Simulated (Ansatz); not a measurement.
One change: `[NH2][Y]([NH2])[NH2]` becomes `[NH2][Y]([NH2])[F]`.

Ansatz, PBE0-D4/def2-TZVP geometries, multiplicity 1. Each molecule was computed in one conformer, which needn't be the lowest.

Elements past krypton have def2 core potentials.

```csv
property,`[NH2][Y]([NH2])[NH2]`
HOMO–LUMO gap (B3LYP/def2-TZVPP) / eV,4.64
size of the dipole moment (ωB97M-V/def2-TZVPP) / D,0.00
HOMO energy (PBE0/def2-TZVPP) / eV,-6.31
HOMO energy (ωB97M-V/def2-TZVPP) / eV,-8.69
HOMO–LUMO gap (PBE/def2-TZVPP) / eV,3.16
zero-point energy (PBE0-D4/def2-TZVP) / kJ/mol,189.2
```

What does the change do to each property? (An estimate is asked.)

Ansatz gave: 
```
                                          property  `[NH2][Y]([NH2])[F]`  shift
             HOMO–LUMO gap (B3LYP/def2-TZVPP) / eV                  4.69   0.05
size of the dipole moment (ωB97M-V/def2-TZVPP) / D                  2.05   2.05
                HOMO energy (PBE0/def2-TZVPP) / eV                 -6.73  -0.42
             HOMO energy (ωB97M-V/def2-TZVPP) / eV                 -9.10  -0.41
               HOMO–LUMO gap (PBE/def2-TZVPP) / eV                  3.19   0.03
    zero-point energy (PBE0-D4/def2-TZVP) / kJ/mol                 131.2  -58.0
```

With PBE0 the HOMO falls by 0.42 eV and the LUMO falls by 0.35 eV, so the gap widens by about 0.07 eV. PBE moves the HOMO by -0.40 eV and ωB97M-V by -0.41 eV. The zero-point energy changes by -58.0 kJ/mol with -6 modes.

B3LYP here is the variant with VWN-RPA as its local correlation; programs differ in this.
